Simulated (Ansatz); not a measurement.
Zn₇Se₆⁺. Total charge 1; doublet. Geometry PBE-D4/def2-SVP, basis def2-TZVP, Ansatz.

```tsv
atom	x (Å)	y (Å)	z (Å)
Zn1	-2.328	-0.813	-0.573
Zn2	0.708	-1.989	0.553
Zn3	0.984	0.074	-2.302
Zn4	1.802	1.026	0.776
Zn5	-1.212	-0.962	-2.754
Zn6	-0.707	2.196	0.173
Zn7	-1.419	0.219	1.924
Se8	2.151	-1.874	-1.454
Se9	2.968	-1.117	0.856
Se10	-1.481	-2.172	1.345
Se11	-2.974	1.340	0.310
Se12	1.234	2.217	-1.311
Se13	0.274	1.856	2.456
```

```csv
run,HOMO (eV),LUMO (eV)
A,-8.76,-7.45
B,-8.95,-7.13
C,-8.22,-7.80
D,-8.50,-7.71
```

Single mean-field runs in def2-TZVP are fitted with def2-universal-jkfit. The structure comes from a short search, and lower isomers may exist.

HOMO and LUMO are taken over both spins.

Task: The runs used PBE, PBE0, r2SCAN, r2SCANh. Estimate which is which.

Result: A r2SCANh (10 % exact exchange); B PBE0 (25 % exact exchange); C PBE (0 % exact exchange); D r2SCAN (0 % exact exchange). Exact exchange lowers occupied and raises empty levels; among semilocal functionals meta-GGAs tend to open the gap a little, and such runs are hard to tell apart. The gap grows from 0.42 eV (PBE) to 1.82 eV (PBE0).
